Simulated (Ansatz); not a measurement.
One change: `F[SiH]([SiH3])P` becomes `F[SiH]([SiH3])[CH2][AlH2]`.

Ansatz, PBE0-D4/def2-TZVP geometries, multiplicity 1. Each molecule was computed in one conformer, which needn't be the lowest.

| property | `F[SiH]([SiH3])P` |
| --- | --- |
| HOMO energy (PBE0/def2-TZVPP) / eV | -7.52 |
| size of the dipole moment (B3LYP/def2-TZVPP) / D | 1.53 |
| HOMO–LUMO gap (PBE0/def2-TZVPP) / eV | 6.88 |
| size of the dipole moment (PBE/def2-TZVPP) / D | 1.48 |
| LUMO energy (B3LYP/def2-TZVPP) / eV | -0.79 |
| HOMO energy (ωB97M-V/def2-TZVPP) / eV | -9.50 |

(1) What does the change do to each property? (An estimate is asked.)

Answers

(1) Computed: 
```
                                        property  `F[SiH]([SiH3])[CH2][AlH2]`  shift
              HOMO energy (PBE0/def2-TZVPP) / eV                        -8.07  -0.55
size of the dipole moment (B3LYP/def2-TZVPP) / D                         0.35  -1.18
            HOMO–LUMO gap (PBE0/def2-TZVPP) / eV                         7.13   0.25
  size of the dipole moment (PBE/def2-TZVPP) / D                         0.32  -1.16
             LUMO energy (B3LYP/def2-TZVPP) / eV                        -1.10  -0.31
           HOMO energy (ωB97M-V/def2-TZVPP) / eV                       -10.21  -0.71
```

With PBE0 the HOMO falls by 0.55 eV and the LUMO falls by 0.30 eV, so the gap widens by about 0.25 eV. PBE moves the HOMO by -0.41 eV and ωB97M-V by -0.71 eV. Dipoles are sizes alone; their direction can turn.

B3LYP here is the variant with VWN-RPA as its local correlation; programs differ in this.
